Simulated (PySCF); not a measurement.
## Potential energy of KMg along the bond

Set-up: basis K 3-21G, Mg 3-21G; no relativity; PySCF 2.14. Energies in eV from K + Mg in their ground configurations at the same level. State: ²Σ⁺ (doublet), unpaired electrons σ ↑.

All columns are PBE0. A positive dipole means K(−)Mg(+).

```csv
R (Å),E (eV),μ (D),Mulliken charge on K (basis-dependent),HOMO (eV),LUMO (eV),Mayer bond order,⟨S²⟩
3.478,-0.101,-1.68,0.21,-2.93,-1.38,0.44,0.76
3.640,-0.147,-1.73,0.19,-2.94,-1.40,0.42,0.76
3.801,-0.172,-1.75,0.17,-2.96,-1.43,0.39,0.76
3.923,-0.180,-1.74,0.16,-2.97,-1.44,0.36,0.76
4.044,-0.182,-1.72,0.14,-2.98,-1.46,0.34,0.76
4.165,-0.180,-1.69,0.13,-2.99,-1.47,0.31,0.76
4.327,-0.171,-1.64,0.12,-3.00,-1.48,0.28,0.76
4.529,-0.156,-1.55,0.10,-3.00,-1.49,0.24,0.75
4.772,-0.135,-1.42,0.08,-3.01,-1.49,0.20,0.75
5.095,-0.106,-1.22,0.06,-3.02,-1.48,0.15,0.75
```

A fit through these points gives, at Re = 4.033 Å, μ = -1.73 D and dμ/dR = 0.201 D/Å; the reduced mass is 14.85 u.

Question: How strong is the fundamental in the double-harmonic approximation, I = 42.26·(dμ/dR)²/μred km/mol?

Answer: I = 42.26·(0.201)²/14.85 = 0.115 km/mol at PBE0.

The bond is weak. Basis-set superposition, not corrected here, can be much of De in a small basis, most of all at correlated wavefunction levels. Functionals without a dispersion term scatter widely for such bonds, and LDA overbinds them. 3-21G is very small, so such numbers show the basis as much as the molecule. The state was picked by a PBE0 search and need not be the measured ground state.
